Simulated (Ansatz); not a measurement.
```yaml
crystal:
  periodic: [false, false, false]
  atoms:
    - {symbol: Ta, position_ang: [-0.683303, -0.038461, -1.269156]}
    - {symbol: Ta, position_ang: [0.121871, 1.393326, 0.350599]}
    - {symbol: P, position_ang: [1.339220, -0.626707, -0.112871]}
    - {symbol: P, position_ang: [-0.777778, -0.728158, 1.031429]}
basis:
  gaussian: {orbitals: def2-mTZVPP, final_grid: {core_spheres: 5, valence_spheres: 4, degree: 11}}
magnetization: {spin_polarized: true, initial_magnetization: 2}
hamiltonian: {xc: {name: HF}}
correlation: {method: mp2, frozen_orbitals: {Ta: 0}}
output: {forces: true}
```

```sh
$ ansatz run in.yaml --threads 4 --pin off --events-out ev --progress --plain --max-ram 3916MiB
```

Shortened log:

```
Functional definition: HF
Error: "frozen_orbitals" has no count for P
```

Question: Something in this input is off. What?

Answer: Frozen orbitals are typed for one element alone, and the program wants a count for each (the count typed has to fit that element's core, too). The input was rejected before any iteration.
